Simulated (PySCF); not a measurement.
B(vinyl)(OH)(NH2) (C₂H₆BNO), SMILES C=CB(N)O. Geometry: r2SCAN-D4/def2-SVP. The structure was generated by enumeration, and PubChem lists no compound with its InChIKey, so it may never have been made. One conformer was computed; it need not be the lowest.

These are r2SCAN-D4/def2-SVP in PySCF values and carry that method's errors.

Harmonic wavenumbers (cm⁻¹): 90, 212, 375, 377, 409, 433, 501, 578, 714, 751, 870, 974, 987, 1024, 1048, 1266, 1337, 1417, 1435, 1599, 1685, 3108, 3123, 3218, 3606, 3712, 3875. Rotational constants (GHz): 9.036, 3.787, 2.668; symmetry number 1.

Task: Work out the zero-point energy and the ideal-gas rigid-rotor harmonic-oscillator thermochemistry at 298.15 K and 1 atm.

Result: ZPE = ½ Σ hcν = ½ × 38723 cm⁻¹ = 55.36 kcal/mol. H − E(el) = 59.85 kcal/mol. Entropy in cal/(mol K): translation 38.69, rotation 25.67, vibration 11.89, total 76.25. G − E(el) = 37.12 kcal/mol. Cp = 24.08 cal/(mol K). Modes under 150 cm⁻¹ make the vibrational entropy uncertain.
